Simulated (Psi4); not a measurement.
hydrogen fluoride, charge +1, doublet, at a GFN2-xTB geometry (a state made from the parent by changing its charge; the spin is typed, not shown lowest); WB97X-V/def2-SVPD (Psi4).

Psi4 was given this input:
```
memory 2 GB

molecule mol {
1 2
  F    -0.000000   -0.000000   -0.104433
  H     0.000000    0.000000    0.939898
}

set basis def2-svpd
set reference uks
set scf_type pk
set puream true
set d_convergence 1e-8
set dft_radial_points 99
set dft_spherical_points 590

energy('wb97x-v')
print_variables()
```

What the program printed (banner, timings and long lists left out):

```
   => Loading Basis Set <=

    Name: DEF2-SVPD
    Role: ORBITAL
    Keyword: BASIS

         ---------------------------------------------------------
                                   SCF
               by Justin Turney, Rob Parrish, Andy Simmonett
                          and Daniel G. A. Smith
                              UKS Reference
         ---------------------------------------------------------

  ==> Geometry <==

    Molecular point group: c2v
    Full point group: C_inf_v

    Geometry (in Angstrom), charge = 1, multiplicity = 2:

       Center              X                  Y                   Z               Mass
    ------------   -----------------  -----------------  -----------------  -----------------
         F            0.000000000000     0.000000000000    -0.052608763305    18.998403162730
         H            0.000000000000     0.000000000000     0.991722236695     1.007825032230

  Running in c2v symmetry.

  Rotational constants: A = ************  B =     16.15039  C =     16.15039 [cm^-1]
  Rotational constants: A = ************  B = 484176.64548  C = 484176.64548 [MHz]
  Nuclear repulsion =    4.560426623388562

  Charge       = 1
  Multiplicity = 2
  Electrons    = 9
  Nalpha       = 5
  Nbeta        = 4

  ==> Algorithm <==

  SCF Algorithm Type is PK.
  DIIS enabled.
  MOM disabled.
  Fractional occupation disabled.
  Guess Type is SAD.
  Energy threshold   = 1.00e-06
  Density threshold  = 1.00e-08
  Integral threshold = 1.00e-12

  ==> Primary Basis <==

  Basis Set: DEF2-SVPD
    Blend: DEF2-SVPD
    Number of shells: 13
    Number of basis functions: 31
    Number of Cartesian functions: 33
    Spherical Harmonics?: true
    Max angular momentum: 2

  ==> DFT Potential <==

   => LibXC <=

    Version 7.1.2
    S. Lehtola, C. Steigemann, M. J. T. Oliveira, and M. A. L. Marques,  SoftwareX 7, 1–5 (2018) (10.1016/j.softx.2017.11.002)

   => Composite Functional: WB97X-V <=

    wB97X-V Hyb-GGA Exchange-Correlation Functional

    N. Mardirossian and M. Head-Gordon,  Phys. Chem. Chem. Phys. 16, 9904–9924 (2014) (10.1039/C3CP54374A)

    Deriv               =              1
    GGA                 =           TRUE
    Meta                =          FALSE

    Exchange Hybrid     =           TRUE
    MP2 Hybrid          =          FALSE

   => Exchange-Correlation Functionals <=

    1.0000   wB97X-V range-separated functional

   => Exact (HF) Exchange <=

    0.8330            HF,LR [omega = 0.3000]
[...]
   @Spin Contamination Metric:   1.925518944E-03
   @S^2 Expected:                7.500000000E-01
   @S^2 Observed:                7.519255189E-01
   @S   Expected:                5.000000000E-01
   @S   Observed:                5.000000000E-01

    Orbital Energies [Eh]
    ---------------------

    Alpha Occupied:

[...]
    Alpha Virtual:

[...]
    Beta Occupied:

[...]
       1B2    -1.051522

    Beta Virtual:

[...]
    Final Occupation by Irrep:
             A1    A2    B1    B2
    DOCC [     3,    0,    0,    1 ]
    SOCC [     0,    0,    1,    0 ]
    NA   [     3,    0,    1,    1 ]
    NB   [     3,    0,    0,    1 ]

  @UKS Final Energy:   -99.74559456288556

   => Energetics <=

    Nuclear Repulsion Energy =              4.5604266233885618
    One-Electron Energy =                -143.4354603904783403
    Two-Electron Energy =                  46.5628074401508911
    DFT Exchange-Correlation Energy =      -7.4730784538267532
    Empirical Dispersion Energy =           0.0000000000000000
    VV10 Nonlocal Energy =                  0.0397102178800827
    Total Energy =                        -99.7455945628855574

  UHF NO Occupations:
  HONO-2 :    2 A1 1.9997137
  HONO-1 :    3 A1 1.9994439
  HONO-0 :    1 B1 1.0000000
  LUNO+0 :    4 A1 0.0005561
  LUNO+1 :    5 A1 0.0002863
  LUNO+2 :    2 B2 0.0001205
  LUNO+3 :    6 A1 0.0000001

Computation Completed

Properties will be evaluated at   0.000000,   0.000000,   0.000000 [a0]

Properties computed using the SCF density matrix

 Multipole Moments:

 ------------------------------------------------------------------------------------
     Multipole            Electronic (a.u.)      Nuclear  (a.u.)        Total (a.u.)
 ------------------------------------------------------------------------------------

 L = 1.  Multiply by 2.5417464519 to convert [e a0] to [Debye]
 Dipole X            :          0.0000000            0.0000000            0.0000000
 Dipole Y            :          0.0000000            0.0000000            0.0000000
 Dipole Z            :          0.0945137            0.9793380            1.0738518
 Magnitude           :                                                    1.0738518

 ------------------------------------------------------------------------------------

  Variable Map:
  ----------------------------------------------------------------------------
[...]
  Array Variable Map:
  ----------------------------------------------------------------------------
[...]
[...]
```
